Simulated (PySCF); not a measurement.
F₂H₂NNbO, SMILES [NH]=[Nb]([OH])([F])[F], multiplicity 1.

Geometry: B3LYP-D3(BJ)/def2-SVP. The spin state was assumed, not searched. The structure was generated by enumeration; whether it is a known compound was not checked. The def2 effective core potentials stand for the cores of Nb; spin–orbit coupling is left out. The values are those of a single conformer.

These are TDDFT-PBE0/def2-SVPD (PySCF) values and carry that method's errors.

Vertical excitations. Isolated molecule, no solvent. State labels are in the subgroup Cs.

Computed excitation energies, oscillator strengths and character:
```tsv
state	symmetry	energy (eV)	λ (nm)	f	main pairs
S1	A"	5.09	244	0.001	HOMO→LUMO 82 %, HOMO−1→LUMO+1 15 %
S2	A'	5.38	230	0.001	HOMO→LUMO+1 50 %, HOMO−1→LUMO 49 %
S3	A"	5.44	228	0.002	HOMO−1→LUMO+1 83 %, HOMO→LUMO 16 %
S4	A'	5.74	216	0.022	HOMO→LUMO+1 40 %, HOMO−1→LUMO 39 %, HOMO→LUMO+5 9 %, HOMO−1→LUMO+3 8 %
S5	A"	6.38	194	0.009	HOMO→LUMO+3 70 %, HOMO→LUMO+2 11 %
S6	A"	6.53	190	0.015	HOMO→LUMO+2 64 %, HOMO→LUMO+4 29 %
S7	A'	6.54	190	0.018	HOMO−1→LUMO+2 43 %, HOMO−1→LUMO+3 42 %, HOMO→LUMO+5 12 %
S8	A'	6.75	184	0.007	HOMO−1→LUMO+2 34 %, HOMO→LUMO+5 29 %, HOMO−1→LUMO+4 22 %, HOMO−1→LUMO+3 12 %
S9	A"	6.80	182	0.000	HOMO−1→LUMO+5 86 %
S10	A"	7.11	174	0.020	HOMO→LUMO+4 46 %, HOMO→LUMO+2 20 %, HOMO−2→LUMO 16 %, HOMO→LUMO+3 15 %
T1	A'	4.46	278	0	HOMO−1→LUMO 56 %, HOMO→LUMO+1 27 %
T2	A"	4.72	263	0	HOMO→LUMO 74 %, HOMO−1→LUMO+1 18 %
T3	A'	4.78	259	0	HOMO→LUMO+1 60 %, HOMO−1→LUMO 30 %
T4	A"	5.12	242	0	HOMO−1→LUMO+1 77 %, HOMO→LUMO 21 %
```
Triplets are in the Tamm–Dancoff approximation, which puts them higher than full response would, so one can lie above its singlet here.
